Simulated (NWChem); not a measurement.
System: WS2Cl2; SMILES [Cl][W]([Cl])(=[S])=[S]

Here is an NWChem input.

```
start job
memory heap 200 mb stack 900 mb global 1100 mb
geometry units angstroms noautoz
  W      0.000000     0.000000     0.027142
  S      0.000000     1.705350     1.279298
  S      0.000000    -1.705350     1.279298
  Cl     1.900216     0.000000    -1.194649
  Cl    -1.900216     0.000000    -1.194649
end
basis spherical
  W library def2-svp
  S library def2-svp
  Cl library def2-svp
end
ecp
  W library def2-ecp
end
dft
  xc m06-l
  grid xcoarse
  iterations 150
  mulliken
end
task dft gradient
```

NWChem printed, in part:

```
             Northwest Computational Chemistry Package (NWChem) 7.3.0
             --------------------------------------------------------

 C2V symmetry detected

                             Geometry "geometry" -> ""
                             -------------------------

 Output coordinates in angstroms (scale by  1.889725989 to convert to a.u.)

  No.       Tag          Charge          X              Y              Z
 ---- ---------------- ---------- -------------- -------------- --------------
    1 W                   74.0000     0.00000000     0.00000000     0.01051359
    2 S                   16.0000     0.00000000     1.70535000     1.26266959
    3 S                   16.0000     0.00000000    -1.70535000     1.26266959
    4 Cl                  17.0000     1.90021600     0.00000000    -1.21127741
    5 Cl                  17.0000    -1.90021600     0.00000000    -1.21127741

 Effective nuclear repulsion energy (a.u.)    1423.5418617344

      Symmetry information
      --------------------

 Group name             C2v
 Group number             16
 Group order               4
 No. of unique centers     3

                                 NWChem DFT Module
                                 -----------------

 Summary of "ao basis" -> "ao basis" (spherical)
 ------------------------------------------------------------------------------
       Tag                 Description            Shells   Functions and Types
 ---------------- ------------------------------  ------  ---------------------
 W                          def2-svp                12       32   6s3p2d1f
 S                          def2-svp                 8       18   4s3p1d
 Cl                         def2-svp                 8       18   4s3p1d

      Symmetry analysis of basis
      --------------------------

        a1         41
        a2         13
        b1         25
        b2         25

            General Information
            -------------------
          SCF calculation type: DFT
          Wavefunction type:  closed shell.
          No. of atoms     :     5
          No. of electrons :    80
           Alpha electrons :    40
            Beta electrons :    40
          Charge           :     0
          Spin multiplicity:     1
          Use of symmetry is: on ; symmetry adaption is: on
          Maximum number of iterations: 150
          AO basis - number of functions:   104
                     number of shells:    44
          Convergence on energy requested:  1.00D-06
          Convergence on density requested:  1.00D-05
          Convergence on gradient requested:  5.00D-04

              XC Information
              --------------
                        M06-L Method XC Functional
                         M06-L Exchange Functional  1.000
                       M06-L Correlation Potential  1.000

             Grid Information
             ----------------
          Grid used for XC integration:  xcoarse
          Radial quadrature: Mura-Knowles
          Angular quadrature: Lebedev.
          Tag              B.-S. Rad. Rad. Pts. Rad. Cut. Ang. Pts.
          ---              ---------- --------- --------- ---------
          W                   1.35       84           7.0       194
          S                   1.00       42           9.0       194
          Cl                  1.00       42           9.0       194
          Grid pruning is: on
          Number of quadrature shells:   168
          Spatial weights used:  Erf1

      Superposition of Atomic Density Guess
      -------------------------------------

 Sum of atomic energies:       -1786.51829179

      Non-variational initial energy
      ------------------------------

 Total energy =   -1780.051032
 1-e energy   =   -3409.310726
 2-e energy   =    1163.802523
 HOMO         =      -0.309238
 LUMO         =      -0.036887

      Symmetry analysis of molecular orbitals - initial
      -------------------------------------------------

  Numbering of irreducible representations:

     1 a1          2 a2          3 b1          4 b2

  Orbital symmetries:

     1 a1          2 b1          3 a1          4 b2          5 a1
     6 b1          7 a1          8 b2          9 a1         10 b1
    11 a1         12 a2         13 b2         14 b1         15 a1
    16 b2         17 a1         18 b1         19 a2         20 b2
    21 a1         22 b2         23 a1         24 b1         25 a1
    26 b1         27 a1         28 b2         29 a1         30 b1
    31 a1         32 a2         33 b2         34 b1         35 a1
    36 a1         37 b2         38 b1         39 a2         40 b2
    41 a1         42 a2         43 b1         44 a1         45 b2
    46 a1         47 b2         48 a1         49 b1         50 a1

     ---------------------------------------------
      Total Density - Mulliken Population Analysis
     ---------------------------------------------

    Atom       Charge   Shell Charges
 -----------   ------   -------------------------------------------------------
    1 W   14    11.56   0.04 -0.35  1.79  0.52  0.51  0.07  5.47  0.61  0.18  2.04  0.59  0.09
    2 S   16    16.80   2.00  1.99  1.24  0.69  5.94  1.93  2.98  0.03
    3 S   16    16.80   2.00  1.99  1.24  0.69  5.94  1.93  2.98  0.03
    4 Cl  17    17.42   2.00  1.99  1.23  0.73  5.94  2.17  3.36  0.01
    5 Cl  17    17.42   2.00  1.99  1.23  0.73  5.94  2.17  3.36  0.01

[...]

                         DFT ENERGY GRADIENTS

    atom               coordinates                        gradient
                 x          y          z           x          y          z
   1 W       0.000000   0.000000   0.019868    0.000000   0.000000   0.004524
   2 S       0.000000   3.222644   2.386100    0.000000  -0.007908  -0.005726
   3 S       0.000000  -3.222644   2.386100    0.000000   0.007908  -0.005726
   4 Cl      3.590888   0.000000  -2.288982   -0.004657   0.000000   0.003464
   5 Cl     -3.590888   0.000000  -2.288982    0.004657   0.000000   0.003464
```

Level: M06-L/def2-SVP with def2 effective core potentials on W. The geometry was optimised at PBE0/def2-SVP. def2 effective core potentials on W; no spin-orbit coupling.
